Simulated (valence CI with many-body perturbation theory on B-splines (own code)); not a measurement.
## La²⁶⁺: key properties

Computed by configuration interaction combined with many-body perturbation theory (CI+MBPT): three valence electrons over a frozen Dirac-Fock core [Ar] 3d10, radial functions for each j: 11 s, 11 p, 10 d, 8 f, 5 g, 2 h, with the one-electron correlation potential Σ1, the two-electron term Σ2, the three-electron term Σ3, Breit, model QED; selected CI, second order for the rest, scaled by the run's own slope (own B-spline code, finite nucleus).

No measured spectrum was set against this ion. As an estimate, large intervals hold to a few tenths of a per cent, small ones and those within an open d or f shell to about a per cent.

Levels are named by their leading jj configuration (3d3/2^4 stands for four electrons in 3d with j = 3/2), which in mixed levels can hold well under half, so a name can repeat and another be missing.

Rates and lifetimes use the calculated energies. Strong lines usually hold to 10 to 20 %, long lifetimes can be off by a factor of two.

Q: What is the ground level?

A: (4s^2 4p1/2) J=1/2, composition 99 % 4s2 4p 2P°, g = 0.663.

Q: How well does LS coupling describe the low levels?

A: Among the lowest 20 levels the leading LS term, summed over configurations, holds 78 % on average. For single configurations the figures are 75 % in LS and 89 % in jj coupling. Terms mix most in the J = 3/2 level at 144.36 eV, where the leading one holds 41 %.

Q: Among levels below 399.45 eV, which E1 lines absorb most strongly from the ground level?

A: to (4s^2 4d3/2) J=3/2 at 9.821 nm, f = 0.707; to (4s 4p1/2 4p3/2) J=1/2 at 13.90 nm, f = 0.411; to (4s 4p1/2 4p3/2) J=3/2 at 14.49 nm, f = 0.329.

Q: Where does the other parity begin?

A: At (4s 4p1/2^2) J=1/2, 56.10 eV.

Q: What is the ionisation energy?

A: 906.68 eV; NIST lists 906 ± 4 eV (theoretical).

Q: Name the longest-lived excited levels whose lifetime is computed, and their main decay.

A: (4s 4p3/2 4d5/2) J=9/2 at 195.88 eV lives 23.1 μs, mostly by M1 to (4s 4p1/2 4d5/2) J=7/2; (4s^2 4p3/2) J=3/2 at 23.57 eV lives 16.0 μs, mostly by M1 to (4s^2 4p1/2) J=1/2.
